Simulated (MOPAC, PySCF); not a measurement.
H3AlS2, SMILES `[SH][AlH][SH]` (H–S–Al–S torsion 0°, S–Al–S–H torsion 0°), neutral singlet in the gas phase. 

Cartesian coordinates (Å):
SMILES: [SH][AlH][SH]
```xyz
6

S      1.9099    -0.2033    -0.0246
Al    -0.0043     0.8411     0.0188
S     -1.9075    -0.2242     0.0178
H      1.3633    -1.4305    -0.0435
H     -0.0126     2.4132     0.0520
H     -1.3481    -1.4453    -0.0150
```
Charge 0, multiplicity 1.

All levels are single points at this geometry (PBE0-D3(BJ)/def2-TZVP); Pople sets use spherical d functions. Orbital energies aren't observables, and empty levels follow the basis.

```csv
level,HOMO (eV),LUMO (eV),gap (eV),dipole (D),"vertical IE, Delta-SCF (eV)"
PBE-D3(BJ)/def2-TZVP in PySCF,-6.52,-1.78,4.74,0.96,9.40
TPSSh-D3(BJ)/def2-TZVP in PySCF,-7.08,-1.35,5.73,0.93,9.55
B3LYP/3-21G in PySCF,-7.58,-1.48,6.10,1.09,–
B3LYP/6-311+G** in PySCF,-7.50,-1.35,6.16,0.92,–
B3LYP/6-31G* in PySCF,-7.40,-1.20,6.20,1.05,9.65
B3LYP/LANL2DZ in PySCF,-7.60,-1.49,6.11,1.07,–
BP86/6-31G* in PySCF,-6.59,-1.84,4.75,1.17,–
PBE/6-31G* in PySCF,-6.49,-1.78,4.71,1.19,9.42
HF/3-21G in PySCF,-10.74,1.31,12.05,0.71,–
HF/6-31G* in PySCF,-10.47,1.63,12.10,0.78,–
AM1 in MOPAC,-9.76,-1.53,8.22,1.94,–
PM6 in MOPAC,-9.62,0.37,9.98,0.60,–
PM7 in MOPAC,-10.39,-1.56,8.83,3.46,–
```
